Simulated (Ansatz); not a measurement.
Mulliken charges of `C=C(F)B(O)F` from r2SCAN/def2-TZVPP in Ansatz (PBE0-D4/def2-TZVP geometry).

| atom | x (Å) | y (Å) | z (Å) | charge (e) |
| --- | --- | --- | --- | --- |
| C1 | -0.480 | -1.186 | 1.032 | -0.160 |
| C2 | 0.367 | -0.512 | 0.268 | 0.090 |
| F3 | 1.648 | -0.917 | 0.178 | -0.199 |
| B4 | -0.003 | 0.754 | -0.566 | 0.434 |
| O5 | 0.920 | 1.379 | -1.318 | -0.288 |
| F6 | -1.259 | 1.206 | -0.517 | -0.287 |
| H7 | -0.173 | -2.061 | 1.593 | 0.097 |
| H8 | -1.507 | -0.854 | 1.099 | 0.097 |
| H9 | 0.575 | 2.146 | -1.786 | 0.215 |

Task: By hand: the dipole of these point charges (1 e Å = 4.8032 D).

Result: Σ q r = (-0.162, 0.089, -0.017) e Å, of length 0.186 e Å = 0.89 D.

Task: How does the dipole of the full density compare? (An estimate is asked.)

Result: Computed: (-0.244, 0.183, -0.062) e Å, 1.49 D; the point charges give 0.60 times that, at 10° from its direction.

Point charges leave out the atoms' own dipoles, such as those of lone pairs, and Mulliken's split depends on the basis, so the two needn't agree.
